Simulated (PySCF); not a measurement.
Dipole moment and polarisability of HfF4

Species: HfF4 (singlet state).
Geometry (PBE0-D3(BJ)/def2-SVP, Å), atoms numbered from 1 in this order:
```
atom  x, y, z in Å
Hf1   -0.0001   -0.0010    0.0007
F2    -0.3104   -0.0599    1.8780
F3     1.8736    0.0045   -0.3335
F4    -0.7719    1.5808   -0.7233
F5    -0.7911   -1.5244   -0.8218
```

Level: PBE0/def2-SVPD (PySCF), static field, nuclei fixed, core orbitals frozen in the response. The polarisability tensor in these axes (au):

```
x   34.22  0.03  0.00
y    0.03 34.22 -0.01
z    0.00 -0.01 34.23
```

Task: Diagonalise the tensor; give its mean and Δα, where Δα² is half the sum of the squared differences of the eigenvalues.

Result: Principal values 34.19, 34.23 and 34.25 au; mean 34.23 au = 5.07 Å³ = 5.64 × 10⁻⁴⁰ C²·m²/J; Δα = 0.05 au (0 % of the mean). Point group Td makes the tensor isotropic, so any spread comes from the grid or from a geometry that is symmetric only within 0.08 Å.

Task: What is the dipole moment?

Result: 0.01 D; point group Td allows none, and the residue is numerical.

Task: Refractivity n − 1 of an ideal gas of it at 298.15 K and 1 atm, from the electronic α?

Result: N = p/kT = 2.4615 × 10¹⁹ cm⁻³, so n − 1 = 2π × N × 5.07 × 10⁻²⁴ cm³ = 784 × 10⁻⁶ at long wavelengths.

Task: Find the Langevin capture rate constant for O2+ (31.990 u) meeting this molecule (255.940 u), k = 2.342 × 10⁻⁹ cm³/s × √(α in Å³ / reduced mass in u).

Result: The reduced mass is 28.44 u, so k = 0.99 × 10⁻⁹ cm³/s.

Task: In TDDFT the mean static polarisability is Σ f/ω² over all singlet excitations (ω in hartree). How much of it do the 10 lowest give? Their energies (eV) and oscillator strengths: 9.54, 0.0000; 9.54, 0.0000; 9.54, 0.0000; 9.62, 0.0030; 9.62, 0.0028; 9.62, 0.0028; 9.63, 0.0000; 9.63, 0.0001; 9.63, 0.0000; 9.91, 0.0000.

Result: They add up to 0.07 au, 0.2 % of the 34.23 au; the largest single term is 0.02 au, from the state at 9.62 eV. Terms in order: 0.00, 0.00, 0.00, 0.02, 0.02, 0.02, 0.00, 0.00, 0.00, 0.00 au. Higher excitations give the rest. The strengths listed sum to 0.009.

Geometry: PBE0-D3(BJ)/def2-SVP; no solvent, vibrations or thermal averaging. Atoms past krypton carry effective core potentials; spin–orbit coupling is left out.

The run behind these numbers computed excited states as well. The run took 28 s on an Arm Neoverse V2 with one thread, shared host.
